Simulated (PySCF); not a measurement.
# Name the molecule from its bond curve

A diatomic of charge 0 contains Ga. Its doublet curve at PBE0 in a double-zeta basis (no relativity, PySCF), in eV from the separated fragments:

| R (Å) | E (eV) |
| --- | --- |
| 1.793 | -2.407 |
| 1.877 | -3.079 |
| 1.960 | -3.436 |
| 2.022 | -3.556 |
| 2.085 | -3.586 |
| 2.147 | -3.550 |
| 2.231 | -3.433 |
| 2.335 | -3.220 |
| 2.460 | -2.921 |
| 2.627 | -2.507 |

The fit gives ωe = 463 cm⁻¹ and the rotational constant Bₑ = 0.1786 cm⁻¹.

Problem. Which atom is the partner?

Solution. The minimum lies at 2.079 Å, so the reduced mass is 16.8576 u Å² cm⁻¹/(Bₑ·Re²) = 21.84 u. With Ga at 68.93 u the partner weighs about 32.0 u: S. The molecule is GaS.

Spin–orbit coupling is left out. The state is the lowest determinant that a PBE0 search found; another state may lie lower at other levels.
